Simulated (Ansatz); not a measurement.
Energy difference R1 + 0.5 R2 → P1 + P2, each structure at its B3LYP-D3(BJ)/def2-TZVP stationary point, reached from a drawn start (curvature not checked).
R1: BCl2 (SMILES Cl[B]Cl), charge 0, multiplicity 2.
R2, O2 (SMILES O=O) (charge 0, multiplicity 3):
```xyz
2

O      0.472    -0.218    -0.303
O     -0.472     0.218     0.303
```
P1, BClO (SMILES O=BCl) (charge 0, multiplicity 1):
```xyz
3

Cl    -1.390    -0.003    -0.628
B      0.146     0.000     0.066
O      1.244     0.003     0.562
```
P2: Cl atom, charge 0, multiplicity 2.

P less R. No zero-point or thermal terms; singlets are restricted closed shells; open shells are unrestricted; no spin–orbit coupling.

Frozen-core correlation throughout. CBS(a, b) extrapolates the correlation energy as X⁻³ and adds the Hartree–Fock energy of set b.

Run with Ansatz (Gaussian orbitals). No computed number here is a measurement.

### Question
Predict the reaction energy from CCSD(T)/CBS(cc-pV(T+d)Z, cc-pV(Q+d)Z).

### Answer
-220 kJ/mol

### Question
What is the computed reaction energy (MP2/cc-pV(D+d)Z)?

### Answer
-225 kJ/mol

### Question
Estimate the reaction energy that wB97X-V/def2-TZVPP returns for this input.

### Answer
-196 kJ/mol

Ansatz is a first-principles code.
